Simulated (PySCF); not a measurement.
**Structure elucidation problem**

An unknown has the formula C$_{6}$H$_{12}$Si$_{2}$. Its calculated NMR data are:

¹H NMR (300 MHz, computed): δ 6.82 (m, 1H), 6.52 (m, 1H), 6.46 (m, 1H), 6.05 (m, 1H), 5.29 (m, 1H), 5.28 (m, 1H), 4.79 (m, 1H), 2.09 (m, 1H), 2.03 (m, 1H), 0.26 (d, 3H).

¹³C{¹H} NMR (computed): δ 181.6 (C), 159.1 (CH), 142.6 (CH), 141.8 (CH2), 22.8 (CH2), -4.4 (CH3).

Relativity neglected, averaged over atoms made equivalent by symmetry, fast rotation or ring inversion, one conformer, gas phase. NMR shieldings at PBE0/pcSseg-1/GIAO; GFN2-xTB structure; PySCF 2.14.0 with density-fitted response routines.

Shifts are taken against calculated references (same method and geometry level): TMS for ¹H, ¹³C.

Task: Which candidate is it?
A. C=C[Si@H](C)C1=C[SiH2]C1
B. C=C[C@@H](C)C1=C[SiH2][SiH2]1
C. C=C[C@H]([SiH3])C1=C[SiH2]C1

Result: A. 

The formula gives 3 degrees of unsaturation (1 ring in the answer). 6 carbon signals for 6 carbons: no two carbons are equivalent. Carbon types of the structure: 1 × C, 2 × CH, 2 × CH2, 1 × CH3, leaving 3 H on heteroatoms. δC 181.6: fully substituted alkene carbon. δC 159.1, 142.6: alkene CH; an sp2 carbon of a C=C bond. δC 141.8: terminal =CH2 carbon; an sp2 carbon of a C=C bond. δH 6.82, 6.52: hydrogen on an alkene CH; a vinylic proton, deshielded by the sp2 carbon and the C=C anisotropy. δH 6.46, 6.05: hydrogen on a terminal =CH2 carbon; attached to an sp2 carbon and in the plane of the double bond.

The others: C=C[C@H]([SiH3])C1=C[SiH2]C1 has carbons computed at 175.1, 143.0, 128.8, 118.8, 47.6, 17.0, with a different DEPT pattern; C=C[C@@H](C)C1=C[SiH2][SiH2]1 has carbons computed at 187.2, 157.4, 150.2, 123.1, 52.1, 24.0, with a different DEPT pattern.

Shifts are as computed. Against solution values, carbons near 30 ppm lie about +3 ppm off and those near 130 ppm about +5 ppm. Of 1211 compounds with measured shifts, 218 miss one by over three times the rms of a fit or turn the order of signals round; such compounds aren't used in these exercises. No couplings were computed; multiplicities are counted from neighbouring protons, with m where these are inequivalent, close in shift, in a saturated or five-membered ring or joined by F or P, and br s for small geminal =CH2 splittings.
